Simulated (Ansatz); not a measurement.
Ideal-gas functions of CH3InO4, SMILES `O=[C](O)[In]([OH])[OH]` at 800 K and 1 bar, from an Ansatz frequency run at PBE0-D4/def2-TZVP.

Molar mass 193.85 g/mol, point group C1 (symmetry number 1), electronic degeneracy 1, moments of inertia 132.518, 370.575, 422.861 u Å². Harmonic wavenumbers (cm⁻¹, unscaled): 25, 73, 95, 131, 209, 282, 290, 347, 442, 597, 611, 670, 698, 790, 836, 1131, 1297, 1812, 3681, 3877, 3896.

Use S(trans) = R[1.5 ln M + 2.5 ln T − 1.1517]; rotational temperatures θ = 24.2544 K / I; S(rot) = R[ln(√π/σ · √(T³/θAθBθC)) + 1.5]; for each mode x = 1.438777 ν̃/T, S = R[x/(eˣ − 1) − ln(1 − e⁻ˣ)] and H = RT x/(eˣ − 1); 1 cm⁻¹ = 0.0119627 kJ/mol; R = 8.31446 J/(mol·K).

Problem. By hand: the entropy, in J/(mol·K).

Solution. Translation 195.1. Rotation: θ = 0.183, 0.0655, 0.0574 K, giving 130.9. Vibration, mode by mode: 34.11, 25.20, 23.02, 20.35, 16.50, 14.05, 13.82, 12.37, 10.44, 8.11, 7.94, 7.25, 6.95, 6.06, 5.67, 3.71, 2.93, 1.41, 0.08, 0.06, 0.06, in all 220.1. Electronic 0.0. Sum 546.1 J/(mol·K).

Problem. By hand: H − E and G − E in kJ/mol, counted from the electronic energy.

Solution. Zero-point energy ½ × 21790 × 0.0119627 = 130.3; thermal vibration 74.2; translation, rotation and pV give 4 RT = 26.6. H − E = 231.1 kJ/mol, and G − E = 231.1 − 800 × 546.1/1000 = -205.8 kJ/mol.

Vibration gives 40 % of the entropy, 102.7 J/(mol·K) of it from the modes under 150 cm⁻¹: soft modes count most, and the harmonic formula is weakest for them. The sum counts one conformer and one mirror image; others add a mixing term.
